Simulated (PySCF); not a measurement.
H3InSe, SMILES [SeH][InH2].

The structure is a stationary point at PBE0-D3(BJ)/def2-TZVP. The def2 effective core potentials stand for the cores of In; spin–orbit coupling is left out.

Computed with TDA-M06-2X/def2-SVPD in PySCF.

Vertical excitations. Isolated molecule, no solvent. State labels are in the subgroup Cs.

Computed excitation energies, oscillator strengths and character:
```tsv
state	symmetry	energy (eV)	λ (nm)	f	main pairs
S1	A'	4.80	258	0.062	HOMO→LUMO 91 %
S2	A"	5.04	246	0.003	HOMO−1→LUMO 96 %
S3	A"	5.47	226	0.016	HOMO→LUMO+2 45 %, HOMO−2→LUMO 24 %, HOMO→LUMO+1 15 %
S4	A"	5.52	225	0.014	HOMO−2→LUMO 69 %, HOMO→LUMO+1 19 %
S5	A"	5.64	220	0.049	HOMO→LUMO+1 47 %, HOMO→LUMO+3 23 %, HOMO→LUMO+7 11 %, HOMO→LUMO+2 9 %
S6	A'	6.65	186	0.044	HOMO−1→LUMO+1 42 %, HOMO−1→LUMO+3 27 %, HOMO−1→LUMO+2 18 %, HOMO−1→LUMO+7 10 %
S7	A"	6.93	179	0.063	HOMO→LUMO+3 53 %, HOMO→LUMO+2 24 %, HOMO→LUMO+1 15 %
S8	A'	7.04	176	0.643	HOMO−1→LUMO+1 42 %, HOMO−1→LUMO+2 36 %, HOMO−1→LUMO+3 8 %
S9	A"	7.23	171	0.000	HOMO→LUMO+7 51 %, HOMO→LUMO+4 31 %
S10	A"	7.24	171	0.002	HOMO→LUMO+4 62 %, HOMO→LUMO+7 15 %
T1	A'	4.12	301	0	HOMO→LUMO 97 %
T2	A"	4.73	262	0	HOMO−1→LUMO 96 %
T3	A"	5.06	245	0	HOMO−2→LUMO 96 %
T4	A"	5.20	238	0	HOMO→LUMO+2 48 %, HOMO→LUMO+1 40 %
```
Triplets are in the Tamm–Dancoff approximation.
